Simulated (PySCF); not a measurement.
PySCF input file for HNSi, SMILES [Si-]#[NH+], TDA-M06-2X/def2-TZVPD. The structure is a stationary point at PBE0-D3(BJ)/def2-TZVPD.

```python
import numpy as np
from pyscf import gto, scf, dft, tdscf

mol = gto.M(
    atom='''
    H     0.00000000    0.00000000   -1.93837543
    N     0.00000000    0.00000000   -0.93829539
    Si    0.00000000    0.00000000    0.60760308
    ''',
    basis='def2-TZVPD',
    charge=0,
    spin=0,
    symmetry=True,
    symmetry_subgroup='C2v',
    max_memory=1600,
    verbose=4,
)
mf = dft.RKS(mol, xc='m06-2x').density_fit(auxbasis='def2-universal-jkfit')
mf.grids.level = 4
mf.conv_tol = 1e-9
mf.max_cycle = 100
mf.kernel()
mf.grids = dft.Grids(mol).set(level=2).build(with_non0tab=True)  # coarser grid for the response kernel
td = tdscf.TDA(mf)
td.singlet = True
td.nstates = 10
td.conv_tol = 1e-4
td.positive_eig_threshold = 1e-6
td.kernel(x0=td.get_init_guess(mf, 15))
td.analyze()
tt = tdscf.TDA(mf)
tt.singlet = False
tt.nstates = 4
tt.conv_tol = 1e-4
tt.positive_eig_threshold = 1e-6
tt.kernel(x0=tt.get_init_guess(mf, 9))
tt.analyze(verbose=3)
```

Output:

```
PySCF version 2.14.0

[INPUT] verbose = 4
[INPUT] num. atoms = 3
[INPUT] num. electrons = 22
[INPUT] charge = 0
[INPUT] spin (= nelec alpha-beta = 2S) = 0
[INPUT] symmetry True subgroup C2v
[INPUT] Mole.unit = angstrom
[INPUT] Symbol           X                Y                Z      unit          X                Y                Z       unit  Magmom
[INPUT]  1 H      0.000000000000   0.000000000000  -1.938375430000 AA    0.000000000000   0.000000000000  -3.662998689286 Bohr   0.0
[INPUT]  2 N      0.000000000000   0.000000000000  -0.938295390000 AA    0.000000000000   0.000000000000  -1.773121311042 Bohr   0.0
[INPUT]  3 Si     0.000000000000   0.000000000000   0.607603080000 AA    0.000000000000   0.000000000000   1.148203413642 Bohr   0.0

nuclear repulsion = 40.1602444285925
point group symmetry = Coov, use subgroup C2v
symmetry origin: [ 0.00000000e+00  0.00000000e+00 -3.43586557e-09]
symmetry axis x: [1. 0. 0.]
symmetry axis y: [0. 1. 0.]
symmetry axis z: [0. 0. 1.]
num. orbitals of irrep A1 = 41
num. orbitals of irrep A2 = 8
num. orbitals of irrep B1 = 20
num. orbitals of irrep B2 = 20
number of shells = 33
number of NR pGTOs = 132
number of NR cGTOs = 89
basis = def2-TZVPD
ecp = {}


[settings echo left out]
init E= -344.814479632105
HOMO (A1) = -0.320617833760977  LUMO (B2) = -0.0571623554660281  gap/eV = 7.16899
cycle= 1 E= -344.746058860318  delta_E= 0.0684  |g|= 0.526  |ddm|= 1.28
HOMO (B1) = -0.236569609746264  LUMO (B1) = -0.00479560922114075  gap/eV = 6.30689
cycle= 2 E= -344.547674601425  delta_E= 0.198  |g|= 1.04  |ddm|= 0.869
HOMO (B2) = -0.340917345711392  LUMO (B2) = -0.016353835402561  gap/eV = 8.83182
cycle= 3 E= -344.814792336341  delta_E= -0.267  |g|= 0.0495  |ddm|= 0.565
HOMO (B2) = -0.343741282014317  LUMO (B1) = -0.0181219620766822  gap/eV = 8.86055
cycle= 4 E= -344.815516878131  delta_E= -0.000725  |g|= 0.0155  |ddm|= 0.0718
HOMO (B1) = -0.342836180629118  LUMO (B2) = -0.0155441699569359  gap/eV = 8.90607
cycle= 5 E= -344.815578332163  delta_E= -6.15e-05  |g|= 0.00319  |ddm|= 0.0342
HOMO (B2) = -0.343396243672601  LUMO (B2) = -0.0157401503485737  gap/eV = 8.91598
cycle= 6 E= -344.815580620526  delta_E= -2.29e-06  |g|= 0.000588  |ddm|= 0.00262
HOMO (B1) = -0.343382830479753  LUMO (B1) = -0.0157188933086827  gap/eV = 8.91619
cycle= 7 E= -344.815580691076  delta_E= -7.05e-08  |g|= 5.91e-05  |ddm|= 0.000804
HOMO (B1) = -0.343371419721261  LUMO (B2) = -0.0157210200801439  gap/eV = 8.91582
cycle= 8 E= -344.815580692235  delta_E= -1.16e-09  |g|= 9.79e-06  |ddm|= 0.000203
HOMO (B2) = -0.343373135291229  LUMO (B2) = -0.0157206656603277  gap/eV = 8.91588
cycle= 9 E= -344.815580692268  delta_E= -3.31e-11  |g|= 1.15e-06  |ddm|= 3.65e-05
HOMO (B2) = -0.343373448635943  LUMO (B1) = -0.0157208518493706  gap/eV = 8.91588
Extra cycle  E= -344.815580692268  delta_E= -1.14e-13  |g|= 9.25e-07  |ddm|= 5.77e-06
converged SCF energy = -344.815580692268
tot grids = 28296
Overwritten attributes  positive_eig_threshold  of <class 'pyscf.tdscf.rks.TDA'>


******** <class 'pyscf.tdscf.rks.TDA'> for <class 'pyscf.df.df_jk.DFSymAdaptedRKS'> ********
nstates = 10 singlet
deg_eia_thresh = 1.000e-03
wfnsym = None
conv_tol = 0.0001
eigh lindep = 1e-12
eigh level_shift = 0
eigh max_cycle = 100


Excitation energies (eV)
[4.70345647 5.18223752 5.18230327 6.82536382 6.82536382 7.50141673
 7.50141673 7.75782082 8.19804762 8.19804762]

** Singlet excitation energies and oscillator strengths **
Excited State   1:   A2      4.70346 eV    263.60 nm  f=0.0000
      10 -> 13        0.49144
      11 -> 12       -0.49144
Excited State   2:   A1      5.18224 eV    239.25 nm  f=0.0000
      10 -> 12       -0.49496
      11 -> 13        0.49496
Excited State   3:   A2      5.18230 eV    239.25 nm  f=0.0000
      10 -> 13        0.49496
      11 -> 12        0.49496
Excited State   4:   B2      6.82536 eV    181.65 nm  f=0.1251
       9 -> 13        0.65381
      11 -> 15       -0.20615
Excited State   5:   B1      6.82536 eV    181.65 nm  f=0.1251
       9 -> 12        0.65381
      10 -> 15       -0.20615
Excited State   6:   B1      7.50142 eV    165.28 nm  f=0.1874
       9 -> 12       -0.18960
      10 -> 14        0.26059
      10 -> 15       -0.61349
Excited State   7:   B2      7.50142 eV    165.28 nm  f=0.1874
       9 -> 13        0.18960
      11 -> 14       -0.26059
      11 -> 15        0.61349
Excited State   8:   A1      7.75782 eV    159.82 nm  f=0.1446
       9 -> 14       -0.12771
       9 -> 15        0.33413
       9 -> 16        0.12940
      10 -> 12        0.39738
      11 -> 13        0.39738
Excited State   9:   B1      8.19805 eV    151.24 nm  f=0.0149
      10 -> 14        0.64559
      10 -> 15        0.24402
Excited State  10:   B2      8.19805 eV    151.24 nm  f=0.0149
      11 -> 14        0.64559
      11 -> 15        0.24402

** Transition electric dipole moments (AU) **
state          X           Y           Z        Dip. S.      Osc.
  1        -0.0000     -0.0000      0.0000      0.0000      0.0000
  2         0.0000      0.0000     -0.0000      0.0000      0.0000
  3         0.0000     -0.0000     -0.0000      0.0000      0.0000
  4         0.0000      0.8649     -0.0000      0.7480      0.1251
  5         0.8649      0.0000      0.0000      0.7480      0.1251
  6        -1.0097     -0.0000     -0.0000      1.0195      0.1874
  7         0.0000      1.0097     -0.0000      1.0195      0.1874
  8        -0.0000      0.0000      0.8721      0.7606      0.1446
  9        -0.2723     -0.0000      0.0000      0.0741      0.0149
 10        -0.0000     -0.2723     -0.0000      0.0741      0.0149

** Transition velocity dipole moments (imaginary part, AU) **
state          X           Y           Z        Dip. S.      Osc.
  1        -0.0000      0.0000      0.0000      0.0000      0.0000
  2         0.0000      0.0000     -0.0000      0.0000      0.0000
  3         0.0000     -0.0000     -0.0000      0.0000      0.0000
  4         0.0000      0.0416     -0.0000      0.0017      0.0046
  5         0.0416      0.0000      0.0000      0.0017      0.0046
  6        -0.2033      0.0000     -0.0000      0.0413      0.1000
  7        -0.0000      0.2033     -0.0000      0.0413      0.1000
  8        -0.0000      0.0000      0.0394      0.0016      0.0036
  9        -0.0883      0.0000      0.0000      0.0078      0.0173
 10        -0.0000     -0.0883     -0.0000      0.0078      0.0173

** Transition magnetic dipole moments (imaginary part, AU) **
state          X           Y           Z
  1        -0.0000     -0.0000      0.0000
  2        -0.0000     -0.0000     -0.0000
  3         0.0000      0.0000     -0.0000
  4         1.3541     -0.0000      0.0000
  5         0.0000     -1.3541      0.0000
  6        -0.0000      0.2880      0.0000
  7         0.2880     -0.0000      0.0000
  8        -0.0000     -0.0000      0.0000
  9         0.0000     -0.0577      0.0000
 10         0.0577      0.0000      0.0000


******** <class 'pyscf.tdscf.rks.TDA'> for <class 'pyscf.df.df_jk.DFSymAdaptedRKS'> ********
nstates = 4 triplet
deg_eia_thresh = 1.000e-03
wfnsym = None
conv_tol = 0.0001
eigh lindep = 1e-12
eigh level_shift = 0
eigh max_cycle = 100


Excitation energies (eV)
[4.15920459 4.67836807 4.67844221 4.70345646]

** Triplet excitation energies and oscillator strengths **
Excited State   1:   A1      4.15920 eV    298.10 nm  f=0.0000
Excited State   2:   A1      4.67837 eV    265.02 nm  f=0.0000
Excited State   3:   A2      4.67844 eV    265.01 nm  f=0.0000
Excited State   4:   A2      4.70346 eV    263.60 nm  f=0.0000
```

The run converged.
